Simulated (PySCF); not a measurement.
# Worked example: oscillator strength and radiative lifetime

C4H10BN, SMILES CNB1CCC1.

Coordinates come from a PBE0-D3(BJ)/def2-SVP optimisation. The geometry has at least one imaginary mode, so it is a saddle point at that level. This is a generated structure with no PubChem entry under its InChIKey; it may be hypothetical. The values are those of a single conformer.

TDDFT-PBE/def2-SVPD in PySCF puts the first singlet state with f over 0.02 at 6.13 eV (vertical), with the transition dipole (0.357, 0.106, 0.000) in atomic units.

Task: Find the oscillator strength, the wavelength and the radiative lifetime that this transition would have in vacuum if emission retraced absorption.

Result: 
|μ|² = 0.1387 au, so |μ| = 0.95 D. ΔE = 6.13/27.211 = 0.2253 hartree. f = (2/3) ΔE |μ|² = 0.021 (the program prints 0.021).
λ = 1239.84/6.13 = 202 nm; ν = 49442 cm⁻¹.
Einstein's coefficient A = 0.6670 ν² f s⁻¹ (ν in cm⁻¹) = 3.4e7 s⁻¹, so τ = 1/A = 29 ns. This state is S2; the lower singlet has f = 0.000. The figure is the radiative limit of this one transition; relaxation, internal conversion, crossing to triplets and a medium change what is measured.
